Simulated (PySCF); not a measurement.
# Telling isomers of C₁₀H₁₆ apart by NMR

Method: coordinates at the PBE0-D3(BJ)/def2-SVP level, NMR shieldings at PBE0/pcSseg-1/GIAO, in PySCF 2.14 (in vacuum, a single conformation, fast rotation and ring inversion assumed for equivalent nuclei, no relativistic terms).

References, each an isolated molecule treated in the same way: TMS for ¹H and ¹³C. Where no couplings were computed, multiplicities follow the n + 1 count of equivalent neighbours, and m marks all less simple cases (inequivalent or close neighbours, rings, F or P nearby). Shifts are as computed. Against solution values, carbons near 30 ppm lie about +2 ppm off and those near 130 ppm about +5 ppm. Of 1211 compounds with measured shifts, 218 miss one by over three times the rms of a fit or turn the order of signals round; such compounds aren't used in these exercises.

(1) Tabulate the signals of `C=C1CC[C@H]2C[C@@H]1C2(C)C`, `C=C(C)[C@@H]1CC=C(C)CC1`, `C1C[C@@H]2[C@@H]3CC[C@@H](C3)[C@@H]2C1` and their relative energies.

(2) What is the quickest way to tell C=C1CC[C@H]2C[C@@H]1C2(C)C from C1C[C@@H]2[C@@H]3CC[C@@H](C3)[C@@H]2C1?

(3) What is the quickest way to tell C=C1CC[C@H]2C[C@@H]1C2(C)C from C=C(C)[C@@H]1CC=C(C)CC1?

(4) What is the quickest way to tell C=C(C)[C@@H]1CC=C(C)CC1 from C1C[C@@H]2[C@@H]3CC[C@@H](C3)[C@@H]2C1?

## Answers

(1) 
| SMILES | carbon types | δC | δH | E rel. (kcal/mol) |
| --- | --- | --- | --- | --- |
| C=C1CC[C@H]2C[C@@H]1C2(C)C | 2×C 2×CH 4×CH2 2×CH3 | 161.0, 113.8, 52.8, 40.9, 40.8, 27.2, 27.1, 26.7, 26.1, 23.3 | 5.01 (m, 1H), 4.96 (m, 1H), 2.59 (m, 1H), 2.22 (m, 1H), 2.19 (m, 1H), 2.10 (m, 1H), 1.78 (m, 1H), 1.69 (m, 1H), 1.67 (m, 1H), 1.40 (m, 1H), 1.20 (s, 3H), 0.69 (s, 3H) | 29.0 |
| C=C(C)[C@@H]1CC=C(C)CC1 | 2×C 2×CH 4×CH2 2×CH3 | 159.4, 141.5, 130.2, 118.4, 45.6, 33.4, 33.0, 29.9, 26.3, 19.0 | 5.70 (m, 1H), 5.14 (m, 1H), 4.99 (m, 1H), 2.14 (m, 1H), 2.01 (m, 1H), 2.00 (m, 1H), 1.79 (m, 1H), 1.76 (m, 1H), 1.73 (s, 3H), 1.70 (s, 3H), 1.41 (m, 1H), 1.37 (m, 1H) | 21.4 |
| C1C[C@@H]2[C@@H]3CC[C@@H](C3)[C@@H]2C1 | 4×CH 6×CH2 | 47.6, 44.7, 44.5, 30.0, 29.6, 25.4 | 2.18 (m, 2H), 1.85 (m, 2H), 1.53 (m, 2H), 1.47 (m, 1H), 1.42 (m, 2H), 1.36 (m, 1H), 1.34 (m, 1H), 1.33 (m, 2H), 1.23 (m, 2H), 1.15 (m, 1H) | 0.0 |

Energies are electronic energies at PBE0/pcSseg-1 on these geometries, without zero-point or thermal terms, each for the one conformer computed, which needn't be the lowest.

(2) Count the carbon signals: 10 against 6. The first has a fully substituted alkene carbon (C) at 161.0 ppm, the second an sp3 CH2 in a ring at 44.5 ppm. Their most deshielded carbons lie at 161.0 and 47.6 ppm. In the proton spectra the most deshielded non-exchanging signals are 5.01 (m, 1H) and 2.18 (m, 2H).

(3) Both give the same number of carbon signals, with the same numbers of each carbon type, so the positions decide. The first has a quaternary sp3 carbon in a ring (C) at 40.8 ppm, the second an alkene CH at 130.2 ppm. Their most deshielded carbons lie at 161.0 and 159.4 ppm. In the proton spectra the most deshielded non-exchanging signals are 5.01 (m, 1H) and 5.70 (m, 1H).

(4) Count the carbon signals: 10 against 6. The first has a fully substituted alkene carbon (C) at 159.4 ppm, the second an sp3 CH2 in a ring at 44.5 ppm. Their most deshielded carbons lie at 159.4 and 47.6 ppm. In the proton spectra the most deshielded non-exchanging signals are 5.70 (m, 1H) and 2.18 (m, 2H).
